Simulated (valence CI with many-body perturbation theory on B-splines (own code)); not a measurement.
Results of a calculation; reference values are marked as such.
**Run record, Tc³⁰⁺**

Level of theory: valence CI with perturbative core correlation (CI+MBPT): three valence electrons over a frozen Dirac-Fock core [Ne], a basis of 6 s, 6 p, 5 d, 3 f, 1 g functions for each j, with the one-electron correlation potential Σ1 (screened to all orders), the two-electron term Σ2, the three-electron term Σ3, Breit, model QED; selected single and double excitations, second order for the rest, scaled by the run's own slope (own B-spline code, finite nucleus).

Command, and the settings that its task file holds:

```sh
python run_cv.py task.json out
```

```
atom Tc  Z=43  mass_number=97  rms_radius_fm=4.4112
core [Ne]
valence 3s2 3p1
avg = 1
basis = S
breit = 1
cap = 10000
capref = 1200
cscale = 1
de = 6.05
dress = 0
ecut = 7200
eps = 2e-08
extrap = 1
h = 0.27
hh = 1
l2 = 3
lcore = 6
maxit = 60
n2 = 5
natural = 1
nlev = 21
nno = [3, 3, 3, 2, 1]
nroot = 26
nsp = [3, 3, 2, 1, 0]
pt2 = 1
qed = 1
rpa = 1
s1 = 1
s2 = 1
s3 = 1
screen = 1
tol = 2e-05
whole = 1
```

It took 10 s on 1 thread of Arm Neoverse V1 (shared host).

Log. The first blocks belong to the next ion, which gives the ionisation energy. Fields: 2J, parity (1 odd), roots, reference size, generating configurations, candidates as configurations/state functions, variational space P, stored matrix elements, Davidson steps; e2 is the range of second-order energies in hartree. The first line gives the box (bohr), its intervals, the orbitals and the steps of their self-consistent field. Window is the range of levels sought, series limit the energy at which the first omitted orbital would enter, core excitation an estimate of the first excitation out of the core, left out the lowest levels not solved, and shifts from estimates the range by which levels moved from their first estimate, all in cm⁻¹.

```
rmax 2.7 intervals 57 orbitals 36 references ['3s2 3p', '3s 3p2', '3s2 3d', '3p3', '3s 3p 3d'] scf 3 t 0.8
2J=0 par=0 roots 2 ref 15 generators 4 cand 92/92 P 107/107 nnz 0 it 0
   second order: generators 7 cand 0/0 e2 -0.00000 -0.00000
reference levels 467, estimated 48, window 1760361 1/cm; series limit 9364961, core excitation 20369547
2J=1 par=1 roots 4 ref 37 generators 9 cand 30/51 P 1031/1529 nnz 0 it 3
2J=1 par=1 roots 4 ref 37 generators 10 cand 83/135 P 1114/1664 nnz 0 it 4
   second order: generators 15 cand 460/689 e2 -0.00000 -0.00000
2J=3 par=1 roots 7 ref 60 generators 13 cand 40/98 P 1202/2470 nnz 0 it 3
2J=3 par=1 roots 7 ref 60 generators 14 cand 96/241 P 1298/2711 nnz 1.2e+06 it 4
   second order: generators 18 cand 533/1174 e2 -0.00000 -0.00000
2J=1 par=0 roots 4 ref 47 generators 10 cand 134/212 P 1007/1497 nnz 0 it 4
2J=1 par=0 roots 4 ref 47 generators 10 cand 68/108 P 1075/1605 nnz 0 it 4
   second order: generators 17 cand 634/965 e2 -0.00000 -0.00000
2J=3 par=0 roots 5 ref 73 generators 11 cand 62/137 P 1112/2249 nnz 0 it 3
2J=3 par=0 roots 5 ref 73 generators 13 cand 159/362 P 1271/2611 nnz 1.1e+06 it 5
   second order: generators 20 cand 755/1765 e2 -0.00000 -0.00000
2J=5 par=0 roots 4 ref 71 generators 12 cand 55/147 P 1133/2421 nnz 0 it 3
2J=5 par=0 roots 4 ref 71 generators 13 cand 129/339 P 1262/2760 nnz 1.3e+06 it 4
   second order: generators 18 cand 804/2242 e2 -0.00001 -0.00000
2J=5 par=1 roots 5 ref 55 generators 9 cand 72/212 P 1187/2666 nnz 1.2e+06 it 4
2J=5 par=1 roots 5 ref 55 generators 12 cand 73/212 P 1260/2878 nnz 1.4e+06 it 4
   second order: generators 16 cand 811/2096 e2 -0.00000 -0.00000
2J=7 par=1 roots 2 ref 36 generators 3 cand 44/120 P 972/2074 nnz 0 it 3
2J=7 par=1 roots 2 ref 36 generators 7 cand 93/262 P 1065/2336 nnz 0 it 3
   second order: generators 7 cand 135/320 e2 -0.00000 -0.00000
2J=9 par=1 roots 1 ref 14 generators 1 cand 151/343 P 636/1260 nnz 0 it 0
2J=9 par=1 roots 1 ref 14 generators 2 cand 87/187 P 723/1447 nnz 0 it 4
   second order: generators 5 cand 437/1085 e2 -0.00000 -0.00000
left out: unestimated 2550963, estimated 1891071, shifts from estimates -1 to 0
operators 0.6
```

The Davidson iterations converged.

No measured spectrum was set against this ion. As an estimate, large intervals hold to a few tenths of a per cent, small ones and those within an open d or f shell to about a per cent.

```yaml
Valence_energy: -199.9431 hartree
Ionisation_energy: "1704.9 eV (NIST: 1689 ± 8 eV (semi-empirical))"
Reference_configurations_for_the_orbitals: 3s2 3p, 3s 3p2, 3s2 3d, 3p3, 3s 3p 3d
Radial_orbitals: 36
Box_radius: 2.719 bohr
Largest_variational_space: 2878
Lowest_levels: (3s^2 3p1/2) J=1/2 0, (3s^2 3p3/2) J=3/2 228210, (3s 3p1/2^2) J=1/2 561950, (3s 3p1/2 3p3/2) J=3/2 [a] 709310, (3s 3p1/2 3p3/2) J=5/2 768010, (3s 3p1/2 3p3/2) J=3/2 [b] 863380, (3s 3p1/2 3p3/2) J=1/2 937180, (3s 3p3/2^2) J=5/2 977290, (3s^2 3d3/2) J=3/2 1139000, (3s 3p3/2^2) J=1/2 1166800, (3s 3p3/2^2) J=3/2 1217000, (3s^2 3d5/2) J=5/2 1222300, (3p1/2^2 3p3/2) J=3/2 1469200, (3s 3p1/2 3d3/2) J=3/2 [a] 1569100 cm⁻¹
```

Levels are named by their leading jj configuration (3d3/2^4 stands for four electrons in 3d with j = 3/2), which in mixed levels can hold well under half, so a name can repeat and another be missing. Letters in brackets count levels of one name in rising energy.
